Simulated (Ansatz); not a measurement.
Total energies of Au₂Cl⁺ (the lowest singlet isomer of a short search) from Ansatz at PBE0-D4/def2-TZVP, gas phase (1 Eh = 27.2114 eV = 2625.5 kJ/mol). The reference geometry is relaxed at PBE-D4/def2-TZVP.

Cartesian coordinates in Å:
```
Au 1.101 -0.893 0.651
Au -0.327 1.525 0.033
Cl -0.773 -0.632 -0.685
```

```csv
state,geometry,energy (Eh)
charge 1 singlet,reference,-731.25649
charge 0 doublet,reference,-731.52674
charge 1 triplet,relaxed at PBE-D4/def2-TZVP,-731.18403
charge 1 quintet,relaxed at PBE-D4/def2-TZVP,-731.06699
```

In the def2 sets Au takes a core potential; there is no spin–orbit coupling.

Task: Work out the vertical electron affinity, to the doublet.

Result: E(charge 1 singlet) − E(charge 0 doublet) = -731.25649 − (-731.52674) = 0.27025 Eh = 7.35 eV.

Task: Which of the charge 1 states is lowest, and how far above it are the others?

Result: The singlet. triplet: -731.18403 − (-731.25649) = 0.07246 Eh = 190.2 kJ/mol; quintet: -731.06699 − (-731.25649) = 0.18950 Eh = 497.5 kJ/mol.

The structure comes from a short search, and lower isomers may exist.
